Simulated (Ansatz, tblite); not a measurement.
Forces on the cluster Li₈ at its PBE0/def2-TZVP geometry. Total charge 0; singlet.

The xTB rows come from tblite. The restricted singlet is unstable towards broken spin symmetry in Hartree–Fock (as tested in another run); at PBE/def2-TZVP this wasn't settled. Another isomer (singlet) lies 0.12 eV lower at PBE0/def2-TZVP; other spin states weren't run for this one.

GFN1-xTB (tblite), largest force 0.50 eV/Å:

```xyz
8
positions Å, forces eV/Å
Li    1.375   -2.502   -0.285   -0.244    0.435    0.051
Li   -2.045   -1.975    0.394    0.360    0.342   -0.069
Li    0.681    2.239    1.688   -0.118   -0.387   -0.295
Li   -0.455   -0.676   -1.771    0.098    0.132    0.392
Li   -0.009    2.258   -1.797    0.002   -0.390    0.314
Li   -1.612    0.940    0.324    0.366   -0.195   -0.074
Li    0.251   -0.696    1.804   -0.058    0.137   -0.398
Li    1.815    0.412   -0.357   -0.407   -0.075    0.080
```

GFN2-xTB (tblite), largest force 0.61 eV/Å:

```
Li -0.327 0.505 0.067
Li 0.461 0.384 -0.089
Li -0.145 -0.452 -0.378
Li 0.104 0.076 0.468
Li 0.009 -0.456 0.399
Li 0.440 -0.139 -0.088
Li -0.081 0.081 -0.472
Li -0.461 0.000 0.092
```

PBE/def2-TZVP (Ansatz), largest force 0.04 eV/Å:

```
Li -0.027 0.022 0.006
Li 0.033 0.014 -0.007
Li -0.009 -0.018 -0.030
Li 0.003 0.007 0.013
Li 0.004 -0.018 0.031
Li 0.011 -0.009 -0.003
Li -0.001 0.007 -0.014
Li -0.014 -0.005 0.003
```
